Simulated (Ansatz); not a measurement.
Reaction (substitution at a C–S bond): `C[S][Sn][OH]` + `OC(F)[SeH]` → `COC(F)[SeH]` + `[OH][Sn][SH]`

Program: Ansatz. Geometries: PBE0-D4/def2-TZVP. ΔE: electronic, gas phase. CCSD(T)/CBS adds triple-zeta CCSD(T) − MP2 to the extrapolated MP2 energy (def2 sets, frozen cores). DFT in def2-TZVPP. B3LYP here is the variant with VWN-RPA as its local correlation; programs differ in this. Elements past krypton have def2 core potentials. For Se, Sn outer-core shells are correlated without core-valence functions, which leaves a few kJ/mol of doubt a bond. Scalar relativity is left out up to krypton. Each species was taken in one conformer, which may not be the lowest.

CCSD(T)/CBS gives +0.37 eV.

**Question.** Another level gave +0.18 eV. Which?
A. B3LYP-D4/def2-TZVPP
B. HF/def2-TZVPP
C. PBE-D4/def2-TZVPP
D. CCSD/def2-TZVPP

**Answer.** B. HF/def2-TZVPP 0.18, B3LYP-D4 0.34, PBE-D4 0.42, CCSD/def2-TZVPP 0.29 eV.

Largest T1 diagnostic among the species: 0.017.

In def2-TZVPP, CCSD(T) changes the Hartree–Fock value by +0.14 eV (the triples alone add +0.03 eV) and MP2 by +0.20 eV. The D4 term adds +0.04 eV with B3LYP and +0.02 eV with PBE0; it sums over pairs of atoms, weighted by their polarisabilities, and B3LYP, whose exchange is more repulsive, gets the larger term.
